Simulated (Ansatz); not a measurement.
The cluster KPbBr3, relaxed as a quintet with UKS B3LYP-D4/def2-SVP in Ansatz, starting from the B3LYP-D4/def2-SVP geometry of the neutral singlet. Force threshold 0.02 eV/Å.

In the def2 sets Pb takes a core potential; there is no spin–orbit coupling. In the quintet, Br3 and Br4 lie 2.94 Å apart, Br4 and Br5 lie 2.94 Å apart (atoms count from 1), so these atoms are partly bonded to each other. The relaxation made no stability test and no search for a lower SCF solution. At B3LYP-D4/def2-SVP a singlet of charge 0 lies 5.97 eV below the quintet, each at its own geometry. The structure comes from a short search, and lower isomers may exist.

Start:

| atom | x (Å) | y (Å) | z (Å) |
| --- | --- | --- | --- |
| K1 | -1.542 | 1.290 | 0.563 |
| Pb2 | 1.251 | -1.046 | -0.457 |
| Br3 | 0.148 | -0.957 | 2.110 |
| Br4 | 1.424 | 1.741 | -0.576 |
| Br5 | -1.281 | -1.027 | -1.641 |

Question: Estimate the energy that the relaxation releases and the steps that it takes.

Answer: 83.0 kcal/mol, in 26 steps; 5.1 min on 4 threads of Intel Xeon Platinum 8259CL on a shared host. No frequencies were taken in this run, so the end may be a saddle point.

Question: Does the start keep its bonding and symmetry?

Answer: Bonds lost: Pb2–Br3, Pb2–Br5 (atoms count from 1). Point group C3v at the start, Cs at the end, both within 0.05 Å.

Question: Predict the relaxed structure.

Answer: 
```xyz
5

K    -1.689   -0.890    0.661
Pb    1.671   -2.087   -0.598
Br    0.210    1.030    2.299
Br    1.195    0.998   -0.475
Br   -1.387    0.950   -1.888
```
Bond lengths (bridged metal pairs left out): 3 × Br–K 3.16 to 3.63 Å; 1 × Br–Pb 3.12 Å.
